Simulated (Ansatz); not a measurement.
Reactions of CH8Si2Te (`C[Te][SiH2][SiH3]`).

Isolated molecules relaxed with PBE0-D4/def2-TZVP in Ansatz; ΔE leaves out vibrations. CCSD(T)/CBS adds triple-zeta CCSD(T) − MP2 to the extrapolated MP2 energy (def2 sets, frozen cores). This one scheme is used for every species. def2 core potentials past Kr. For As, Te outer-core shells are correlated without core-valence functions, which leaves a few kJ/mol of doubt a bond. Scalar relativity is left out up to krypton. One conformer a species, not always the lowest.

Question: Order these by ΔE at CCSD(T)/CBS, lowest first. (Best estimate.)
A. `C[Te][SiH2][SiH3]` + `N[SiH2]F` → `C[Te][SiH](N)F` + disilane
B. `C[Te][SiH2][SiH3]` + `O[AsH2]` → `C[Te][AsH]O` + disilane
C. `C[Te][SiH2][SiH3]` + H₂ → `[SiH3][SiH2][TeH]` + CH₄
D. `C[Te][SiH2][SiH3]` + `CC=N` → `C[Te]C(C)=N` + disilane
E. `C[Te][SiH2][SiH3]` → `[SiH3]C([SiH3])[TeH]`
F. `C[Te][SiH2][SiH3]` + acetylene → `C#C[SiH2][Te]C` + SiH₄

Answer: C (-57.7 kJ/mol), F (-31.0 kJ/mol), B (-5.9 kJ/mol), A (+11.6 kJ/mol), E (+54.9 kJ/mol), D (+77.2 kJ/mol).

Largest T1 diagnostic: 0.013, for `C#C`.
